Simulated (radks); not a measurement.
The numbers below are computed, except where a source is named.
Problem. The mean radii <r> (bohr) of the occupied orbitals of an atom or ion are listed with their occupations. Level of theory: Dirac Kohn-Sham, PBE, spin-unpolarised, spherical densities, finite nucleus; Fermi nuclear charge, rms radius of each element as measured or else 0.836 A^(1/3) + 0.57 fm (a radial shooting solver on a logarithmic mesh with Libxc functionals).

| orbital | occ. | <r> |
|---|---|---|
| 1s1/2 | 2 | 0.03344 |
| 2s1/2 | 2 | 0.1453 |
| 2p1/2 | 2 | 0.1236 |
| 2p3/2 | 4 | 0.1284 |
| 3s1/2 | 2 | 0.4024 |
| 3p1/2 | 2 | 0.3956 |
| 3p3/2 | 4 | 0.4063 |
| 3d3/2 | 4 | 0.3821 |
| 3d5/2 | 6 | 0.3856 |
| 4s1/2 | 2 | 1.016 |
| 4p1/2 | 2 | 1.100 |
| 4p3/2 | 4 | 1.130 |
| 4d3/2 | 2.4 | 1.516 |
| 4d5/2 | 3.6 | 1.532 |

Name the element and its charge. Open shells, if any, are shared by 2j + 1.

Solution. Z = 44, ruthenium, charge +2: Ru2+ in [Kr] 4d6. The 1s radius gives Z: for a bare nucleus <r> = (2 gamma + 1)/(2Z) with gamma = sqrt(1 - (Z/c)^2), 0.03289 bohr for Z = 44, and screening makes it slightly larger (0.03344 here). The occupations add up to 42, and the charge is Z minus that.
